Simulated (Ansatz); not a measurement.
`CBS[SiH3]` and `CBS[SiH2]C` differ in one atom or group.

Ansatz, PBE0-D4/def2-TZVP geometries, multiplicity 1. Each molecule was computed in one conformer, which needn't be the lowest.

```json
{"property": "size of the dipole moment (PBE/def2-TZVPP) / D", "`CBS[SiH3]`": "0.54"}
{"property": "HOMO energy (PBE0/def2-TZVPP) / eV", "`CBS[SiH3]`": "-7.95"}
{"property": "ideal-gas entropy at 298 K and 1 bar (rigid rotor, harmonic PBE0-D4/def2-TZVP) / J/(mol·K)", "`CBS[SiH3]`": "348"}
{"property": "HOMO–LUMO gap (PBE0/def2-TZVPP) / eV", "`CBS[SiH3]`": "6.87"}
{"property": "HOMO–LUMO gap (PBE/def2-TZVPP) / eV", "`CBS[SiH3]`": "4.81"}
{"property": "HOMO energy (B3LYP/def2-TZVPP) / eV", "`CBS[SiH3]`": "-7.71"}
```

Question: What does the change do to each property? (An estimate is asked.)

Answer: Computed: 
| property | `CBS[SiH2]C` | shift |
| --- | --- | --- |
| size of the dipole moment (PBE/def2-TZVPP) / D | 1.19 | 0.65 |
| HOMO energy (PBE0/def2-TZVPP) / eV | -7.80 | 0.15 |
| ideal-gas entropy at 298 K and 1 bar (rigid rotor, harmonic PBE0-D4/def2-TZVP) / J/(mol·K) | 382 | 34 |
| HOMO–LUMO gap (PBE0/def2-TZVPP) / eV | 6.86 | -0.01 |
| HOMO–LUMO gap (PBE/def2-TZVPP) / eV | 4.80 | -0.01 |
| HOMO energy (B3LYP/def2-TZVPP) / eV | -7.56 | 0.15 |

The zero-point energy changes by 76.6 kJ/mol with +9 modes. Dipoles are sizes alone; their direction can turn. Modes under 60 cm⁻¹, often nearly free rotors, make the harmonic entropy too high.

B3LYP here is the variant with VWN-RPA as its local correlation; programs differ in this.
